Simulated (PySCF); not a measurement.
These compounds are isomers of formula C$_{3}$H$_{11}$ClO$_{2}$Si$_{3}$.

A. SMILES CO[SiH2]/C=C(/O[SiH3])[SiH2]Cl
B. `CC(C)O[Si@@H]1O[SiH2][Si@@H]1Cl`
C. SMILES CC1(C)O[Si@@H](O[SiH3])[Si@@H]1Cl

Spectrum 1. 1H NMR (400 MHz, computed): δ 5.29 (d, 2H), 5.22 (s, 2H), 4.92 (s, 3H), 4.84 (t, 1H), 3.76 (s, 3H). 13C{1H} NMR (computed): δ 178.5 (C), 110.5 (CH), 52.2 (CH3).

Spectrum 2. 1H NMR (400 MHz, computed): δ 5.81 (m, 1H), 5.39 (m, 1H), 5.14 (s, 3H), 1.58 (s, 3H), 1.48 (s, 3H). 13C{1H} NMR (computed): δ 81.0 (C), 32.1 (CH3), 30.9 (CH3).

Spectrum 3. 1H NMR (400 MHz, computed): δ 6.19 (m, 1H), 5.89 (m, 1H), 5.72 (m, 1H), 5.69 (m, 1H), 4.45 (m, 1H), 1.41 (d, 3H), 1.37 (d, 3H). 13C{1H} NMR (computed): δ 68.6 (CH), 30.2 (CH3), 27.6 (CH3).

- coordinates at the GFN2-xTB level
- PBE0/pcSseg-1 with gauge-including orbitals
- program: PySCF
- isolated molecule, single conformer, equivalent nuclei averaged, no relativistic terms

Chemical shifts δ = σref − σ; 1H, 13C against TMS, all at this level. Where no couplings were computed, multiplicities follow the n + 1 count of equivalent neighbours, and m marks all less simple cases (inequivalent or close neighbours, rings, F or P nearby). Shifts are as computed. Against solution values, carbons near 30 ppm lie about +3 ppm off and those near 130 ppm about +5 ppm. Of 1211 compounds with measured shifts, 218 miss one by over three times the rms of a fit or turn the order of signals round; such compounds aren't used in these exercises.

Problem. Match each spectrum to its structure.

Solution. 1–A, 2–C, 3–B.

- Spectrum 1 (A): 3 13C signals; δC 178.5 is an alkene carbon bearing oxygen; δC 110.5 is a β carbon of an enol-ether or enamine type C=C.
- Spectrum 2 (C): 3 13C signals; δC 81.0 is a fully substituted sp3 carbon bonded to O and Si; δC 32.1 is a methyl carbon.
- Spectrum 3 (B): 3 13C signals; δC 68.6 is an sp3 CH bonded to O; δC 30.2 is a methyl carbon.
